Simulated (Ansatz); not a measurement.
`c1ccc(-c2ccc(-c3ccc(-c4ccc(-c5ccc(-c6ccc(-c7cccnc7)nc6)nc5)nc4)nc3)nc2)nc1`, relaxed as a singlet with RKS PBE-D4/def2-SVP in Ansatz, starting from the GFN2-xTB geometry. Force threshold 0.03 eV/Å.

Single mean-field runs in def2-SVP are fitted with def2-universal-jkfit.

Start:

```xyz
65

C    -6.720   -5.532   10.720
C    -5.749   -6.244   10.033
C    -5.168   -5.679    8.912
C    -5.580   -4.407    8.511
C    -5.011   -3.731    7.342
C    -5.750   -2.761    6.662
C    -5.201   -2.134    5.563
C    -3.913   -2.491    5.153
C    -3.269   -1.885    3.987
C    -3.988   -1.329    2.929
C    -3.308   -0.761    1.871
C    -1.911   -0.756    1.884
C    -1.128   -0.166    0.797
C    -1.626    0.828   -0.045
C    -0.830    1.319   -1.060
C     0.463    0.813   -1.214
C     1.369    1.286   -2.262
C     2.750    1.146   -2.108
C     3.595    1.595   -3.100
C     3.045    2.180   -4.245
C     3.869    2.683   -5.346
C     3.374    3.664   -6.208
C     4.159    4.120   -7.245
C     5.439    3.583   -7.411
C     6.337    4.010   -8.488
C     7.719    3.877   -8.343
C     8.549    4.290   -9.368
C     7.969    4.825  -10.510
N     6.661    4.934  -10.672
C     5.871    4.535   -9.695
N     5.913    2.646   -6.590
C     5.158    2.211   -5.605
N     1.726    2.312   -4.394
C     0.925    1.878   -3.446
N     0.950   -0.118   -0.391
C     0.187   -0.587    0.568
N    -1.222   -1.313    2.882
C    -1.874   -1.852    3.886
N    -3.193   -3.389    5.825
C    -3.719   -3.980    6.875
N    -6.527   -3.736    9.166
C    -7.073   -4.281   10.233
H    -7.193   -5.934   11.601
H    -5.450   -7.229   10.365
H    -4.425   -6.220    8.347
H    -6.742   -2.519    7.011
H    -5.753   -1.368    5.042
H    -5.068   -1.359    2.919
H    -3.852   -0.353    1.032
H    -2.616    1.236    0.104
H    -1.191    2.105   -1.706
H     3.130    0.690   -1.207
H     4.665    1.514   -2.984
H     2.380    4.052   -6.044
H     3.800    4.896   -7.903
H     8.111    3.458   -7.428
H     9.622    4.204   -9.285
H     8.573    5.175  -11.337
H     4.811    4.622   -9.899
H     5.602    1.427   -5.005
H    -0.130    1.995   -3.660
H     0.623   -1.345    1.204
H    -1.272   -2.285    4.672
H    -3.065   -4.678    7.383
H    -7.830   -3.683   10.723
```

```
         step  energy (eV)  largest force component (eV/Å)  SCF passes
            1  -47010.3017                           0.882          21
            2  -47010.8387                           0.310          21
            3  -47010.9134                           0.078          20
            4  -47010.9253                           0.124          20
            5  -47010.9520                           0.099          20
            6  -47010.9626                           0.152          20
            7  -47010.9673                           0.102          20
            8  -47010.9722                           0.034          20
            9  -47010.9748                           0.042          20
           10  -47010.9757                           0.064          20
           11  -47010.9766                           0.041          21
           12  -47010.9774                           0.018          20
           13  -47010.9781                           0.018          19
14 (rejected)  -47010.9780                           0.042          20
           15  -47010.9786                           0.015          20
           16  -47010.9787                           0.024          20
```

Force components are those of the run's own axes.

End:

Cartesian coordinates in Å:
```
C -6.778 -5.754 10.808
C -5.515 -6.185 10.376
C -4.923 -5.558 9.274
C -5.612 -4.505 8.628
C -5.051 -3.788 7.456
C -5.820 -2.812 6.787
C -5.289 -2.148 5.682
C -3.981 -2.463 5.244
C -3.352 -1.811 4.073
C -4.021 -0.898 3.231
C -3.350 -0.333 2.146
C -2.002 -0.686 1.902
C -1.226 -0.133 0.770
C -1.772 0.710 -0.220
C -0.963 1.187 -1.252
C 0.402 0.817 -1.292
C 1.327 1.280 -2.351
C 2.680 0.877 -2.336
C 3.547 1.318 -3.333
C 3.059 2.170 -4.352
C 3.915 2.686 -5.444
C 3.356 3.461 -6.483
C 4.169 3.939 -7.509
C 5.552 3.641 -7.496
C 6.485 4.105 -8.552
C 7.859 3.792 -8.465
C 8.727 4.236 -9.466
C 8.198 4.984 -10.532
N 6.896 5.293 -10.639
C 6.073 4.862 -9.674
N 6.092 2.906 -6.498
C 5.308 2.453 -5.520
N 1.762 2.555 -4.373
C 0.940 2.128 -3.416
N 0.930 0.007 -0.345
C 0.151 -0.446 0.635
N -1.354 -1.558 2.711
C -2.001 -2.092 3.744
N -3.236 -3.388 5.892
C -3.751 -4.016 6.947
N -6.832 -4.098 9.048
C -7.390 -4.704 10.100
H -7.282 -6.217 11.669
H -4.994 -7.008 10.891
H -3.937 -5.892 8.919
H -6.830 -2.600 7.165
H -5.891 -1.384 5.168
H -5.072 -0.626 3.411
H -3.875 0.381 1.496
H -2.834 0.995 -0.198
H -1.395 1.841 -2.022
H 3.013 0.214 -1.524
H 4.597 0.995 -3.321
H 2.277 3.669 -6.451
H 3.729 4.542 -8.315
H 8.203 3.203 -7.602
H 9.803 4.008 -9.426
H 8.858 5.350 -11.339
H 5.011 5.137 -9.802
H 5.822 1.868 -4.737
H -0.103 2.483 -3.498
H 0.609 -1.105 1.391
H -1.448 -2.800 4.383
H -3.081 -4.750 7.430
H -8.387 -4.336 10.405
```

By distances, no bond broke or formed. The bond that changes most is C42–H65, from 1.08 to 1.11 Å (atoms count from 1).

The force fell under the threshold at step 12, but the optimiser went on. No frequencies were taken in this run, so the end may be a saddle point.

It took 94 s on 2 threads of AMD EPYC 7R13 on a shared host and a share (18 GiB) of an NVIDIA H100 80GB HBM3, peak host memory 1.2 GiB.
